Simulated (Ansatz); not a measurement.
```yaml
crystal:
  periodic: [false, false, false]
  atoms:
    - {symbol: N, position_ang: [-0.631246, 0.289886, -0.465498]}
    - {symbol: Sn, position_ang: [-0.328951, -0.907637, 1.297072]}
    - {symbol: Br, position_ang: [2.389864, -0.498077, 0.955879]}
    - {symbol: H, position_ang: [0.001440, 0.710475, -1.062576]}
    - {symbol: H, position_ang: [-1.668531, 0.549470, -0.768114]}
basis:
  gaussian: {orbitals: x2c-TZVPPall}
total_charge: -1
magnetization: {spin_polarized: true, initial_magnetization: 2}
hamiltonian: {xc: {name: r2SCANh}}
```

```sh
$ ansatz run in.yaml --threads 2 --pin off --events-out ev --progress --plain --max-ram 32768MiB --backend cpu
```

Problem. How does Ansatz answer? (An estimate is asked.)

Solution. The calculation gave: The program refused the input.
```
Error: a molecule whose nuclei and cores have a total charge of 94 cannot have a net charge of -1 together with 2 unpaired electrons
```
